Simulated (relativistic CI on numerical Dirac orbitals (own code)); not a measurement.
Radial parameters of Sr6+

These numbers are calculated, not measured: Dirac-Coulomb-Breit CI, separate exchange-only KLI orbitals for each configuration, model QED, unscaled Slater integrals (own radial code, finite nucleus).

Slater integrals F^k, G^k are unscaled and averaged over j, outside the closed core [Ar] 3d10; ζ comes from projecting the Hamiltonian with its Breit term on Σ l·s of the shell.

- 4s2 4p2: F^2(4p,4p) = 76878, ζ(4p) = 8214.1 cm⁻¹; <r>(4p) = 1.369, <r^2>(4p) = 2.118 (bohr units).
- 4s 4p3: F^2(4p,4p) = 76974, G^1(4s,4p) = 102670, ζ(4p) = 8179.2 cm⁻¹; <r>(4s) = 1.252, <r^2>(4s) = 1.764, <r>(4p) = 1.367, <r^2>(4p) = 2.112 (bohr units).
- 4s2 4p 4d: ζ(4p) = 8394.6, F^2(4p,4d) = 66184, G^1(4p,4d) = 82599, G^3(4p,4d) = 51371, ζ(4d) = 602.23 cm⁻¹; <r>(4p) = 1.366, <r^2>(4p) = 2.108, <r>(4d) = 1.658, <r^2>(4d) = 3.135 (bohr units).

In this model ζ of a weakly bound d, f or g electron outside closed shells comes out too small, for d by up to a factor of two or three and at times with the wrong sign; that of an outer p electron is too small as well.

Averages of the first 10 configurations, taken without configuration mixing, which lowers the lowest level and can move excited configurations by several eV; other configurations of the list can lie among them:

```json
{"Configuration": "4s2 4p2", "Parity": "even", "States": "15", "Average energy above the lowest level (eV)": "4.3"}
{"Configuration": "4s 4p3", "Parity": "odd", "States": "40", "Average energy above the lowest level (eV)": "25.6"}
{"Configuration": "4s2 4p 4d", "Parity": "odd", "States": "60", "Average energy above the lowest level (eV)": "36.7"}
{"Configuration": "4p4", "Parity": "even", "States": "15", "Average energy above the lowest level (eV)": "50.5"}
{"Configuration": "4s 4p2 4d", "Parity": "even", "States": "300", "Average energy above the lowest level (eV)": "56.6"}
{"Configuration": "4s2 4p 4f", "Parity": "even", "States": "84", "Average energy above the lowest level (eV)": "62.7"}
{"Configuration": "4s2 4p 5s", "Parity": "odd", "States": "12", "Average energy above the lowest level (eV)": "49.3"}
{"Configuration": "4s 4p2 4f", "Parity": "odd", "States": "420", "Average energy above the lowest level (eV)": "83.1"}
{"Configuration": "4s2 4p 5p", "Parity": "even", "States": "36", "Average energy above the lowest level (eV)": "56.9"}
{"Configuration": "4p3 4d", "Parity": "odd", "States": "200", "Average energy above the lowest level (eV)": "80.2"}
```
